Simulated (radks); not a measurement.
Problem. These are the eigenvalues of the occupied orbitals of an atom or ion with whole-number occupations (eV). All-electron calculation, scalar-relativistic Kohn-Sham, BLYP, spin-polarised, spherical densities, finite nucleus; Fermi nuclear charge, rms radius of each element as measured or else 0.836 A^(1/3) + 0.57 fm. Program: a radial shooting solver on a logarithmic mesh with Libxc functionals.

| orbital | eigenvalue |
|---|---|
| 1s up | -69204.87 |
| 1s down | -69201.92 |
| 2s up | -13407.16 |
| 2s down | -13405.56 |
| 2p up | -11982.61 |
| 2p down | -11980.11 |
| 3s up | -4409.687 |
| 3s down | -4406.958 |
| 3p up | -3984.330 |
| 3p down | -3981.239 |
| 3d up | -3501.529 |
| 3d down | -3498.653 |
| 4s up | -2080.127 |
| 4s down | -2065.873 |
| 4p up | -1920.118 |

Which element is it, and in what charge state? The configuration may be excited. Open shells, if any, are filled with parallel spins first.

Solution. Z = 73, tantalum, charge +40: Ta40+ in [Ar] 3d10 4s2 4p3. The list shows which subshells hold electrons but not how many an open one holds; the 1s level, -2543.2 hartree, gives Z - s = 71.3 by -(Z - s)^2/2, which with screening and relativity narrows Z to a few neighbours, and the depths of the outer levels then fix element, charge and occupations together.
